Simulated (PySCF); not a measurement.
Compound: C3H8AsN.
Z-matrix (Å and degrees, PBE0-D3(BJ)/def2-SVP geometry), rows numbered from 1:
```
C 
N   1  1.4336
C   2  1.2684  1  121.84
C   3  1.4955  2  129.58  1     0.06
As  4  1.9927  3  113.16  2    94.00
H   1  1.1035  2  108.71  3  -112.91
H   1  1.1065  2  116.63  3     8.95
H   1  1.1018  2  109.19  3   131.90
H   3  1.1042  2  115.97  1   178.19
H   4  1.1002  3  110.33  2  -148.08
H   4  1.0994  3  113.39  2   -27.25
H   5  1.5268  4   94.90  3    44.49
H   5  1.5261  4   94.93  3   -47.85
```

Level of theory: TDDFT wB97X-D/def2-SVPD, vertical, gas phase, core orbitals frozen in the response (PySCF). The wB97X-D/def2-SVPD calculation is non-relativistic and has no spin–orbit coupling, an omission that weighs most on arsenic.

Broadening: Gaussians 0.4 eV wide at half height, area fixed by f = 4.319×10⁻⁹ ∫ε dν̃. The width is an assumption, not a result. The curve ends short of the highest state used, and states not computed would add to its high-energy end.

E (eV), ε (L mol⁻¹ cm⁻¹) and a bar:
```
     4.29          1 
     4.35          2 
     4.40          4 
     4.46         11 
     4.51         23 
     4.57         48 
     4.62         80 
     4.68        133 
     4.73        184 
     4.79        243 
     4.84        278 
     4.90        292 
     4.95        277 
     5.01        231 
     5.06        181 
     5.12        120 
     5.17         78 
     5.23         41 
     5.28         22 
     5.34          9 
     5.39          4 
     5.45          1 
     5.50          1 
     5.56          1 
     5.61          4 
     5.67         16 
     5.72         43 
     5.78        128 
     5.83        291 
     5.89        698 #
     5.94       1325 ##
     6.00       2586 ###
     6.05       4166 ######
     6.11       6748 #########
     6.16       9413 #############
     6.22      13010 #################
     6.27      16068 #####################
     6.33      19354 ##########################
     6.38      21366 #############################
     6.44      22445 ##############################
     6.49      22031 #############################
     6.55      20080 ###########################
     6.60      17634 ########################
     6.66      14424 ###################
     6.71      12027 ################
     6.77       9848 #############
     6.82       8639 ############
     6.88       7731 ##########
     6.93       7250 ##########
     6.99       6881 #########
     7.04       6772 #########
     7.10       7008 #########
     7.15       7590 ##########
     7.21       8681 ############
     7.26       9682 #############
     7.32      10558 ##############
```

(1) Locate the maxima and give the states behind the curve.

(2) Coming from long wavelengths, where does ε first pass 100 L mol⁻¹ cm⁻¹?

(3) On this curve, what absorbance would a 10⁻⁵ mol/L sample give at 280 nm over a 1 cm path?

Answers

(1) 253 nm (4.89 eV), ε about 290, made up of S1 (100%); 192 nm (6.45 eV), ε about 22000, made up of S2 (22%) and S3 (76%) (ε in L mol⁻¹ cm⁻¹; maxima over ε = 5, shares over 10%). At its high-energy end, 7.32 eV, the curve is still rising (ε about 11000, from S6). The states used: S1 4.89 eV (f 0.0043); S2 6.27 eV (f 0.123); S3 6.49 eV (f 0.261); S4 6.79 eV (f 0.055); S5 6.99 eV (f 0.058); S6 7.36 eV (f 0.147); S7 7.65 eV (f 0.025); S8 7.70 eV (f 0.0029); S9 7.79 eV (f 0.0064); S10 7.92 eV (f 0.019).

(2) At about 267 nm (4.64 eV), 0.25 eV below S1.

(3) 280 nm is 4.428 eV, where ε is about 6.8 L mol⁻¹ cm⁻¹, so A = ε c l ≈ 6.8e-05 (Beer–Lambert, with the gas-phase spectrum and the assumed width).

All these states lie below the vertical ionisation energy of 8.93 eV (ΔSCF).

One conformer stands for the species.
